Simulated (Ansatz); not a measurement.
FH$_{4}$MoN$_{3}$, SMILES `[NH]=[Mo](=[NH])([NH2])[F]`. The species carries charge 0 and has multiplicity 1. Correlated methods include outer-core shells of Mo, which these sets cover unevenly. Mo: def2 effective core potential.

```xyz
9

N    -1.571   -0.691    0.200
Mo   -0.041    0.039    0.517
N     1.245   -1.108    0.454
N     0.275    1.305   -0.904
F    -0.073    0.849    2.204
H    -2.194   -1.461    0.002
H     1.644   -2.030    0.347
H     1.178    1.427   -1.335
H    -0.464    1.670   -1.484
```

Question: Give the diagnostics of a CCSD(T)/def2-TZVPP run (frozen core, Ansatz). (Estimate.)

Answer: The calculation gave: T1 = 0.0216, largest single amplitude 0.045, largest double 0.060, (T) share of the correlation energy 5.6 %, 14 CCSD cycles. The RHF solution is unstable towards an unrestricted one. T1 lies over the customary mark of 0.02 for closed shells; compounds of d metals often pass it without a breakdown.
